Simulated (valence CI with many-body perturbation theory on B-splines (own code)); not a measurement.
## Level structure of Pr³⁷⁺

Calculated by configuration interaction combined with many-body perturbation theory (CI+MBPT): four valence electrons over a frozen Dirac-Fock core [Ar], a basis of 7 s, 7 p, 8 d, 6 f, 4 g, 1 h functions for each j, with the one-electron correlation potential Σ1 (screened to all orders), the two-electron term Σ2, the three-electron term Σ3, Breit, model QED; selected single and double excitations, second order for the rest, scaled by the run's own slope (own B-spline code, finite nucleus).

No measured spectrum was set against this ion. As an estimate, large intervals hold to a few tenths of a per cent, small ones and those within an open d or f shell to about a per cent. Only levels of the ground parity were solved; by the run's estimate the other parity begins above the list, which can be wrong where configurations are misplaced.

Levels 1 to 31 of 31, with energies above the lowest level, (3d3/2^4) J=0. "Leading %" is the weight of the configuration and term that name the level; weights of strongly mixed levels are sums over their largest components and can fall short, so below about 35 % the name and the second component can differ from the true leading terms, or belong to a minority configuration. In the jj column 3d3/2^4 stands for four electrons in 3d with j = 3/2. Lifetimes count E1, E2, E3, M1 and M2 decay at the calculated energies, and are blank where another channel may lead or the interval is too uncertain; long ones can be off by a factor of two.

```
No.  Configuration  Term  J  E (cm⁻¹)  Leading %  Second component      g  Lifetime               Leading jj
  1            3d4    3P  0         0         55       34 % 3d4 5D                            3d3/2^4 (96 %)
  2            3d4    5D  1    143580         67       33 % 3d4 3P  1.494   11.9 μs     3d3/2^3 3d5/2 (96 %)
  3            3d4    5D  2    211660         62       11 % 3d4 3F  1.327    110 μs     3d3/2^3 3d5/2 (74 %)
  4            3d4    3F  4    218450         31       21 % 3d4 3H  1.113               3d3/2^3 3d5/2 (94 %)
  5            3d4    5D  3    237970         40       25 % 3d4 3F  1.233   1.99 ms     3d3/2^3 3d5/2 (78 %)
  6            3d4    5D  0    343630         61       20 % 3d4 1S          3.13 μs   3d3/2^2 3d5/2^2 (94 %)
  7            3d4    5D  4    359310         42       40 % 3d4 3H  1.152   11.2 μs   3d3/2^2 3d5/2^2 (91 %)
  8            3d4    3F  2    367040         33       28 % 3d4 5D  1.084   5.39 μs   3d3/2^2 3d5/2^2 (79 %)
  9            3d4    3G  3    375040         46       39 % 3d4 5D  1.080   9.95 μs   3d3/2^2 3d5/2^2 (78 %)
 10            3d4    3H  5    400290         69       31 % 3d4 3G  1.078   19.4 μs  3d3/2^2 3d5/2^2 (100 %)
 11            3d4    3P  1    416440         51       30 % 3d4 3D  1.191   6.84 μs   3d3/2^2 3d5/2^2 (88 %)
 12            3d4    3H  6    418340         55       45 % 3d4 1I  1.085   19.4 ms   3d3/2^2 3d5/2^2 (98 %)
 13            3d4    3G  4    445700         60       35 % 3d4 1G  1.028   44.9 μs   3d3/2^2 3d5/2^2 (96 %)
 14            3d4    3F  3    451890         43       33 % 3d4 3D  1.125   11.7 μs   3d3/2^2 3d5/2^2 (90 %)
 15            3d4    3D  2    454580         39       30 % 3d4 3P  1.122   30.9 μs   3d3/2^2 3d5/2^2 (92 %)
 16            3d4    3F  2    524400         41       30 % 3d4 3P  1.018   4.63 μs   3d3/2^2 3d5/2^2 (84 %)
 17            3d4    3F  4    533140         46       28 % 3d4 5D  1.218   6.47 μs     3d3/2 3d5/2^3 (49 %)
 18            3d4    3F  3    575490         47       19 % 3d4 3G  1.128   3.35 μs     3d3/2 3d5/2^3 (92 %)
 19            3d4    3F  4    592590         41       35 % 3d4 1G  1.107   5.74 μs   3d3/2^2 3d5/2^2 (56 %)
 20            3d4    3G  5    605020         69       31 % 3d4 3H  1.142   7.19 μs    3d3/2 3d5/2^3 (100 %)
 21            3d4    3D  1    605760         64       22 % 3d4 3P  0.850   2.51 μs     3d3/2 3d5/2^3 (91 %)
 22            3d4    1I  6    613010         55       45 % 3d4 3H  1.069   8.00 μs     3d3/2 3d5/2^3 (98 %)
 23            3d4    3P  2    614820         55       22 % 3d4 1D  1.284   28.3 μs   3d3/2^2 3d5/2^2 (77 %)
 24            3d4    3P  0    643270         51       48 % 3d4 1S          5.29 μs     3d3/2 3d5/2^3 (73 %)
 25            3d4    3F  2    661430         56       36 % 3d4 3P  1.012   3.61 μs     3d3/2 3d5/2^3 (75 %)
 26            3d4    1F  3    670740         40       34 % 3d4 3D  1.087   5.17 μs     3d3/2 3d5/2^3 (95 %)
 27            3d4    3F  3    753830         68       29 % 3d4 1F  1.059   6.47 μs     3d3/2 3d5/2^3 (99 %)
 28            3d4    3P  1    758150         93        5 % 3d4 3D  1.442   3.86 μs     3d3/2 3d5/2^3 (97 %)
 29            3d4    1S  0    759180         56       41 % 3d4 3P          9.22 μs   3d3/2^2 3d5/2^2 (61 %)
 30            3d4    1G  4    762940         76       17 % 3d4 3F  1.033   3.84 μs     3d3/2 3d5/2^3 (84 %)
 31            3d4    1D  2    782680         62       23 % 3d4 3P  1.084   4.70 μs     3d3/2 3d5/2^3 (57 %)
```

The ionisation energy to 3d3 4F_3/2 of the next ion comes out as 2628.3 eV (NIST: 2628 ± 4 eV (theoretical)). All 31 levels together are meant to be complete up to 814190 cm⁻¹.
